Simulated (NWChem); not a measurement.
# Atomisation of H6Al2

```
Al
H 1 1.5771
H 1 1.5771 2 127.85
H 1 1.7424 2 109.31 3 -135.73
Al 4 1.7424 1 97.58 2 -107.87
H 5 1.5771 4 109.31 1 107.87
H 5 1.5771 6 127.85 4 -135.73
H 1 1.7424 2 109.31 4 -88.54
```
Charge 0, spin multiplicity 1.

All runs are NWChem calculations. Structure: optimised with B3LYP/def2-SVP, a minimum by its harmonic frequencies.

Basis set: def2-TZVP. The atomisation energy is electronic alone: no zero-point, thermal, spin-orbit or counterpoise terms. No value is extrapolated to the basis-set limit. Free atoms are single determinants with multiplicities Al 2, H 2.

B3LYP has NWChem's definition, with VWN1-RPA local correlation. The structure started from a generated list of species. No SCF solution was tested for a lower state. Open-shell Hartree-Fock references start from PBE0 orbitals.

Problem. For the atomisation energy, HF gives 364.2 kcal/mol and LDA (SVWN5) gives 496.1 kcal/mol. What do BP86, B3LYP, PBE0 give?

Solution. BP86: 462.5 kcal/mol; B3LYP: 458.2 kcal/mol; PBE0: 448.7 kcal/mol.
